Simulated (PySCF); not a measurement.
Identify the unknown among the candidates.

All candidates are C2H13NOSi3.

| technique | computed result |
| --- | --- |
| Rotational structure | rotational constants A, B, C: 2.721, 0.776, 0.625 GHz [PBE0-D3(BJ)/def2-SVP] |
| 13C NMR | chemical shifts (computed TMS as zero) by class: 55.5 (1 C), 19.5 (1 C) ppm [GIAO HF/pcSseg-1] |
| XPS | Si2p3/2 106.9 (×2), Si2p3/2 107.4, C1s 290.7, C1s 292.4, N1s 403.7, O1s 537.9, Si1s 1846.8 (×2), Si1s 1847.4 eV [ΔSCF SCAN, pcX-2 on the ionised atom, pcseg-1 elsewhere, spin-free X2C, 2p3/2 from a spin–orbit splitting computed afterwards within the 2p shell] |
| Polarisability | 114.3 au [CAM-B3LYP/def2-SVPD] |
| Triplet | lowest triplet excitation (Tamm–Dancoff): 6.14 eV [TDA CAM-B3LYP/def2-SVPD] |
| Dipole | 1.45 D [CAM-B3LYP/def2-SVPD] |
| UV, strongest line | among the 10 lowest singlet transitions: S3 at 7.36 eV (168 nm, f = 0.072) [TDDFT CAM-B3LYP/def2-SVPD] |
| Valence photoelectron | vertical ionisation energy: 9.36 eV [ΔSCF CAM-B3LYP/def2-SVPD] |
| UV, first state | lowest singlet excitation: 6.45 eV (192 nm, f = 0.000) [TDDFT CAM-B3LYP/def2-SVPD] |
| 1H NMR | chemical shifts (computed TMS as zero) by class: 4.38 (2 H), 4.19 (6 H), 3.47 (2 H), 1.44 (3 H) ppm [GIAO HF/pcSseg-1] |

The electronic properties come from PySCF, for the isolated species, density fitting. Levels stand in brackets. Geometry: PBE0-D3(BJ)/def2-SVP, one conformer, isolated molecule. NMR values are class means; diastereotopic atoms form classes of their own.

Question: Which candidate is it?
A. `CCO[SiH2]N([SiH3])[SiH3]`
B. `CO[SiH2]N([SiH3])[SiH2]C`
C. `CN(C)[SiH2][SiH2]O[SiH3]`

Answer: A. It is `CCO[SiH2]N([SiH3])[SiH3]`. Numbering: `[CH3:1][CH2:2][O:3][SiH2:4][N:5]([SiH3:6])[SiH3:7]`. Its formula, C2H13NOSi3, gives 0 degrees of unsaturation, so no ring and no π bond. 2 carbons fall into 2 classes; from least to most shielded: sp3 carbon bound to oxygen [C2] (55.5 ppm), methyl carbon [C1] (19.5 ppm). Hydrogen classes from least to most shielded: 2 H on an oxygen-bound silicon, Si4 (4.38 ppm), 6 H on 2 SiH3 silicons, Si6/Si7 (4.19 ppm), 2 H on an sp3 carbon bound to oxygen, C2 (3.47 ppm), 3 H on a methyl carbon, C1 (1.44 ppm, a mean of values up to 0.7 ppm apart in this geometry). The core levels belong to: Si2p3/2 106.9 eV, SiH3 silicon [Si6/Si7]; Si2p3/2 107.4 eV, oxygen-bound silicon [Si4]; C1s 290.7 eV, methyl carbon [C1]; C1s 292.4 eV, sp3 carbon bound to oxygen [C2]; N1s 403.7 eV, nitrogen bridging silicon atoms [N5]; O1s 537.9 eV, silyl ether oxygen [O3]; Si1s 1846.8 eV, SiH3 silicon [Si6/Si7]; Si1s 1847.4 eV, oxygen-bound silicon [Si4]. One atom of each topological class was ionised and stands for its class. The first electron is taken from the HOMO, whose largest Löwdin shares are 0.46 on the nitrogen bridging silicon atoms, 0.09 on the oxygen-bound silicon and 0.08 on each of 2 atoms of one kind (SiH3 silicon). The optimised geometry has point group C1 and is an asymmetric top.

The others, at the same levels:
- `CO[SiH2]N([SiH3])[SiH2]C` fails: its computed core binding energies are Si2p3/2 106.6, Si2p3/2 107.0, Si2p3/2 107.3, C1s 290.1, C1s 292.5, N1s 403.6, O1s 538.0, Si1s 1846.5, Si1s 1846.9, Si1s 1847.3 eV, rotational constant A is 2.103 GHz (against 2.721 GHz) and smallest rotational constant is 0.667 GHz (against 0.625 GHz).
- `CN(C)[SiH2][SiH2]O[SiH3]` fails: its computed core binding energies are Si2p3/2 106.4, Si2p3/2 106.9, Si2p3/2 107.4, C1s 291.5 (×2), N1s 404.2, O1s 537.7, Si1s 1846.1, Si1s 1846.8, Si1s 1847.4 eV, rotational constant A is 4.661 GHz (against 2.721 GHz) and smallest rotational constant is 0.460 GHz (against 0.625 GHz).

Each candidate is one conformer, not necessarily the lowest. The conformers computed, where there is a choice (atom-mapped SMILES and torsion angles):
- `[CH3:1][CH2:2][O:3][SiH2:4][N:5]([SiH3:6])[SiH3:7]`: C1–C2–O3–Si4 -153°, C2–O3–Si4–N5 149°, O3–Si4–N5–Si6 -18°
- `[CH3:1][O:2][SiH2:3][N:4]([SiH3:5])[SiH2:6][CH3:7]`: C1–O2–Si3–N4 177°, O2–Si3–N4–Si5 -179°, Si3–N4–Si6–C7 179°
- `[CH3:1][N:2]([CH3:3])[SiH2:4][SiH2:5][O:6][SiH3:7]`: C1–N2–Si4–Si5 -45°, N2–Si4–Si5–O6 -175°, Si4–Si5–O6–Si7 178°
